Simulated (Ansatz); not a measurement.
Input file:

```yaml
crystal:
  periodic: [false, false, false]
  atoms:
    - { symbol: Ge, position_ang: [-0.022025, -0.069231, 0.066234] }
    - { symbol: H, position_ang: [0.333792, -0.01884, 1.559078] }
    - { symbol: F, position_ang: [1.454084, 0.180915, -0.822755] }
    - { symbol: F, position_ang: [-0.978558, 1.343213, -0.283034] }
    - { symbol: C, position_ang: [-0.923246, -1.621213, -0.659479] }
    - { symbol: H, position_ang: [-1.792569, -1.882425, -0.038088] }
    - { symbol: H, position_ang: [-1.264201, -1.391189, -1.679307] }
    - { symbol: H, position_ang: [-0.230977, -2.47543, -0.692549] }
basis:
  gaussian: { orbitals: def2-SVP }
hamiltonian:
  xc: b3lyp
  dispersion: d4
md:
  timestep: 0.5
  n_steps: 300
  ensemble: nve
  temperature: 50.0
  initial_velocities: maxwell_boltzmann
  seed: 76653
```

Run as:

```bash
$ ansatz run input.yaml --threads 2 --pin off --max-ram 3072MiB --backend cpu --events-out ev --progress --plain --runs-dir out
```

Hardware: 2 threads of AMD EPYC (Zen 3), on a shared host.

Problem. Roughly how long does this run take, and how much memory?

Solution. 24 min, with a peak of 0.21 GiB, for 301 ionic steps.
